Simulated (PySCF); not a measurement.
# One molecule, several mistakes: B2H4N2

Calculated results; nothing here was measured. They come from PySCF 2.14.0, an open-source quantum chemistry program, on an isolated molecule that a program drew, which may never have been made. The molecule is B2H4N2 (charge 0, singlet), drawn as the SMILES string `BNB=N`.

Each row is a Hartree-Fock (HF) and frozen-core CCSD(T) single point in the cc-pVDZ basis, meant for a local HF minimum. Run 1 is clean. Each other run has one planted mistake out of seven kinds, and not every kind appears here: one electron removed, one electron added, multiplicity raised by two, geometry at a saddle point, minimal basis STO-3G, one bond length entered in bohr, all coordinates scaled. The reference is restricted for singlets and unrestricted otherwise, and also for a bond in bohr. Adding or removing an electron swaps singlet and doublet. Electrons count all cores. HOMO and LUMO are orbital energies over both spins, the gradient is its largest component, and the lowest frequency (negative if imaginary) is given only where the gradient is small. Bond lengths are over the 7 bonds as drawn. T1 is the CCSD diagnostic: over 0.02 (restricted) or 0.045 (unrestricted) a single reference is doubtful.

Geometry of the clean run:
```xyz
8
B2H4N2, angstrom
B    -1.6089    0.3764    0.8611
N    -0.8953    1.5555    1.1594
B     0.4580    1.8124    0.8455
N     1.6337    2.0584    0.5827
H    -1.0521   -0.5165    0.2886
H    -2.7596    0.2929    1.1876
H    -1.3780    2.2908    1.6385
H     2.5758    2.2322    0.3618
```

| run | electrons | basis functions | <S^2> | HOMO (eV) | LUMO (eV) | gradient (hartree/bohr) | lowest frequency (cm^-1) | mean bond (Å) | longest bond (Å) | T1 | HF (hartree) | CCSD(T) (hartree) | mistake |
|---|---|---|---|---|---|---|---|---|---|---|---|---|---|
| 1 | 28 | 76 | 0.000 | -10.68 | 3.25 | 1.8e-05 | 212 | 1.2049 | 1.413 | 0.0165 | -160.67461 | -161.21307 | no fault |
| 2 | 29 | 76 | 0.760 | 1.61 | 9.30 | 7.5e-02 | - | 1.2049 | 1.413 | 0.0156 | -160.58373 | -161.13599 | one electron added |
| 3 | 28 | 76 | 1.600 | -8.50 | 2.47 | 5.1e-02 | - | 1.3612 | 2.323 | 0.0633 | -160.42815 | -160.92711 | one bond length entered in bohr |
| 4 | 27 | 76 | 0.772 | -17.85 | -7.09 | 1.7e-01 | - | 1.2049 | 1.413 | 0.0342 | -160.35750 | -160.84858 | one electron removed |
| 5 | 28 | 76 | 0.000 | -10.50 | 3.04 | 3.7e-02 | - | 1.2471 | 1.462 | 0.0181 | -160.66399 | -161.21149 | all coordinates scaled |
| 6 | 28 | 24 | 0.000 | -8.55 | 7.99 | 9.7e-02 | - | 1.2049 | 1.413 | 0.0232 | -158.61330 | -158.85977 | ? |

**Which mistake was planted in run 6, and what did it cost?**

It has 24 basis functions where the clean run has 76, with the same electrons and geometry. So the mistake is: minimal basis STO-3G. Subtracting run 1 and multiplying by 627.51 kcal/mol a hartree, the energy moved by 1293.5 kcal/mol in HF and 1476.7 kcal/mol in CCSD(T).

Cautions from the logs. Run 2: the HOMO is above zero, so the electron isn't bound and the energy depends on the basis; run 3: T1 is over the limit, so its CCSD(T) energy is less reliable; run 6: T1 is over the limit, so its CCSD(T) energy is less reliable.
